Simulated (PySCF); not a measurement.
A PySCF script (with the pyscf-properties extension) for the NMR shieldings of `CC#[N+][BH2-]SC`, C3H8BNS, on a GFN2-xTB geometry:

```python
import basis_set_exchange as bse
import numpy as np
from pyscf import gto, dft
from pyscf.prop import nmr

atoms = """
C    -2.539885   -0.074700    0.885295
C    -1.514568    0.339424   -0.018374
N    -0.673371    0.686789   -0.724051
B     0.531365    1.196709   -1.406199
S     1.693846    1.554926    0.081192
C     2.329315   -0.120504    0.407364
H    -2.955302   -1.031389    0.567590
H    -2.124130   -0.177442    1.888694
H    -3.332824    0.673130    0.903384
H     0.243028    2.211606   -1.939462
H     0.967913    0.343475   -2.101500
H     2.845982   -0.490849   -0.473842
H     1.508096   -0.785339    0.666374
H     3.019856   -0.046285    1.241371
"""
names = dict.fromkeys(["C", "N", "B", "S", "H"], "pcSseg-1")
basis = {el: gto.basis.parse(bse.get_basis(n, elements=[el], fmt="nwchem")) for el, n in names.items()}
mol = gto.M(atom=atoms, basis=basis, charge=0, verbose=0)
mf = dft.RKS(mol, xc="PBE0")
mf.grids.level = 2
mf.grids.alignment = dft.numint.BLKSIZE   # the property module wants whole blocks of grid points
mf.conv_tol = 1e-9
mf.kernel()

calc = nmr.RKS(mf)   # GIAO
C = mf.mo_coeff
Co = C[:, mf.mo_occ > 0]
resp = mf.gen_response(singlet=True, hermi=2)
def vind(x):   # induced exchange potential for any number of trial vectors
    d = np.einsum("pi,xij,qj->xpq", C, 2 * x.reshape(-1, C.shape[1], Co.shape[1]), Co, optimize=True)
    return np.einsum("xpq,pi,qj->xij", resp(d - d.transpose(0, 2, 1)), C, Co, optimize=True).ravel()
mo1, _ = nmr.rhf.solve_mo1(calc, with_cphf=vind)
sigma = calc.kernel(mo1)
for i, s in enumerate(sigma):   # ppm
    w = np.linalg.eigvalsh((s + s.T) / 2)
    print("%2d %-2s iso %8.1f  s11 %8.1f  s22 %8.1f  s33 %8.1f" % (i, mol.atom_pure_symbol(i), w.mean(), *w))
```

Question: What are the results?

Answer: 
```
 0 C  iso    184.2  s11    174.9  s22    177.6  s33    200.2
 1 C  iso     64.3  s11    -22.6  s22    -10.4  s33    226.0
 2 N  iso     33.2  s11   -141.6  s22   -101.4  s33    342.5
 3 B  iso    128.2  s11    117.6  s22    129.1  s33    137.7
 4 S  iso    574.6  s11    496.6  s22    541.9  s33    685.5
 5 C  iso    167.0  s11    149.1  s22    165.5  s33    186.3
 6 H  iso     29.3  s11     24.5  s22     26.9  s33     36.5
 7 H  iso     29.2  s11     24.1  s22     27.8  s33     35.5
 8 H  iso     29.3  s11     24.4  s22     26.9  s33     36.5
 9 H  iso     29.2  s11     24.8  s22     29.3  s33     33.5
10 H  iso     29.5  s11     25.8  s22     29.6  s33     33.1
11 H  iso     29.6  s11     24.6  s22     27.1  s33     37.0
12 H  iso     29.7  s11     24.0  s22     29.3  s33     36.0
13 H  iso     29.8  s11     24.5  s22     27.1  s33     37.9
```

These numbers come from an equivalent density-fitted implementation of the same equations, which agrees with the script to about 0.01 ppm for H and up to a few tenths of a ppm for heavy atoms, so last digits may differ.

Size and cost of the density-fitted run: 149 basis functions, 15 s wall time on 1 thread of an Arm Neoverse V2, shared host; peak memory 0.72 GiB.
